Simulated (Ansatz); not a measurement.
Abridged output of a molecular run in Ansatz:

```
Functional definition: HF
868 factors; integrals over basis functions are off by at most 1.2e-3 eV
mean field evaluation 1: about -21667.8800 eV, gradient 3.4e1 eV
mean field evaluation 2: about -21667.8866 eV, gradient 3.4e1 eV
mean field evaluation 4: about -21670.7012 eV, gradient 2.7e0 eV
mean field evaluation 8: about -21670.7311 eV, gradient 6.7e-5 eV
mean field -21670.73108567 eV, -796.3846784494 hartree, gradient 1.2e-6 eV, S^2 0.000000; 0 other end points of the search recorded, 0 dependent functions left out
12 core orbitals not correlated: weight in the atoms' cores, before any rotation towards them, 1.000 or more for the frozen orbitals, at most 0.000 for the correlated occupied ones
reference -21670.73108567 eV, -796.3846784494 hartree; 12, 12 occupied and 65, 65 virtual orbitals, 868 factors
second order -13.90440292 eV of doubles, -0.00000000 eV of singles
cycle   1  -14.71138903 eV  change   -8.1e-1 eV  update   8.2e-2
cycle   2  -15.08773365 eV  change   -3.8e-1 eV  update   2.5e-2
cycle   3  -15.16110410 eV  change   -7.3e-2 eV  update   1.2e-2
cycle   4  -15.15763964 eV  change    3.5e-3 eV  update   3.5e-3
cycle   5  -15.15709431 eV  change    5.5e-4 eV  update   1.4e-3
cycle   6  -15.15693809 eV  change    1.6e-4 eV  update   4.7e-4
cycle   7  -15.15684895 eV  change    8.9e-5 eV  update   1.6e-4
cycle   8  -15.15686051 eV  change   -1.2e-5 eV  update   4.9e-5
cycle   9  -15.15686193 eV  change   -1.4e-6 eV  update   1.5e-5
perturbative correction -0.38717622 eV, -0.0142284636 hartree
Total energy: -21686.27512382 eV, -796.9559113152 hartree
```

Its atoms:

```xyz
9

N    -1.368   -0.891    0.727
Al    0.320   -0.586    0.306
C     0.805    1.168   -0.413
Cl    0.814    0.504   -2.118
H    -2.122   -0.230    0.641
H    -1.727   -1.792    0.998
H     1.401   -1.719    0.497
H     0.075    1.975   -0.401
H     1.801    1.571   -0.237
```

(1) Which basis set was used?
A. cc-pV(T+d)Z
B. def2-TZVPP
C. def2-TZVPPD
D. def2-SVP

(2) Write the keys of the input that set method, charge and spin (a neutral closed shell needs none for the last two).

Results:

(1) D. It gives 89 functions.

(2) 
```yaml
correlation: {method: ccsd_t}
```
